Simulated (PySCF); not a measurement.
Computed properties of Ga(F)2(SeH) (F2GaHSe), SMILES [F][Ga]([F])[SeH]

Ga(F)2(SeH) (F2GaHSe), SMILES [F][Ga]([F])[SeH]. Geometry optimised at ωB97X-D3(BJ)/def2-SVP. The structure was generated by enumeration; whether it is a known compound was not checked. The values are those of a single conformer. All values are computed for the isolated molecule unless a solvent is named; none is compared with measurement here.

**Structure.** The optimised structure has Cs symmetry. All 9 harmonic modes at ωB97X-D3(BJ)/def2-SVP (PySCF) are real, so it is a minimum. With heavy atoms numbered as in [Ga:1]([F:2])([F:3])[SeH:4], the shortest bond between them is Ga1–F2 at 1.742 Å and the longest Ga1–Se4 at 2.275 Å.

**Vibrations.** The strongest infrared lines (harmonic, unscaled, degenerate partners summed) lie at 711 cm⁻¹ (81 km/mol, F 83 %, Ga 16 %), 752 cm⁻¹ (74 km/mol, F 71 %, Ga 28 %), 171 cm⁻¹ (31 km/mol, Ga 50 %, F 46 %). The softest mode is at 114 cm⁻¹ and the zero-point energy is 8.1 kcal/mol.

**Electronic structure.** PBE0/def2-TZVPD (PySCF) places the frontier levels at -8.22 and -1.89 eV, a gap of 6.33 eV, and gives a dipole moment of 2.57 D and a mean polarisability of 54.0 bohr³. PBE/def2-TZVPD (PySCF) at the same geometry gives -7.05 and -2.79 eV, so its gap is 2.07 eV narrower. An orbital gap is neither the optical nor the fundamental gap.

**Excitations.** TDA-CAM-B3LYP/def2-SVPD (PySCF) has S1 at 4.96 eV (250 nm, f = 0.029, weak); the most intense of the 10 singlets computed lies at 7.59 eV (f = 0.55). T1 (TDA) is at 4.53 eV, 0.43 eV under S1. TDA-PBE/def2-SVPD (PySCF) puts S1 at 4.39 eV. No vertical singlet excitation falls in the visible range (under 3.1 eV).

**NMR.** GIAO shifts at KT2/pcSseg-1 (PySCF) (non-relativistic, atoms alike by connectivity averaged): ¹H at 1.1 ppm against TMS; ¹⁹F at -142.6 ppm against CFCl3.
